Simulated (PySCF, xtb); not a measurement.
H₈N₂OSi₂, SMILES N[SiH2][Si@@H](N)O. The values are those of a single conformer.

Harmonic wavenumbers (cm⁻¹) from GFN2-xTB in xtb 6.7.1 at its own minimum, in rising order: 22, 105, 143, 173, 186, 216, 253, 348, 408, 449, 532, 588, 623, 655, 697, 730, 775, 803, 815, 819, 859, 872, 897, 1542, 1542, 2119, 2155, 2203, 3467, 3478, 3508, 3512, 3650.

Q: What does PBE0-D3(BJ)/def2-SVP (PySCF 2.14.0) give at its own minimum? (An estimate is asked for; the answer gives what the named calculation found.)

A: 54, 132, 150, 178, 248, 287, 308, 393, 424, 433, 503, 509, 678, 699, 763, 779, 806, 840, 883, 898, 937, 951, 977, 1534, 1540, 2154, 2200, 2221, 3588, 3596, 3691, 3701, 3918. Paired by order, the mean absolute difference is 64 cm⁻¹ and the zero-point energies are 56.0 and 58.6 kcal/mol.
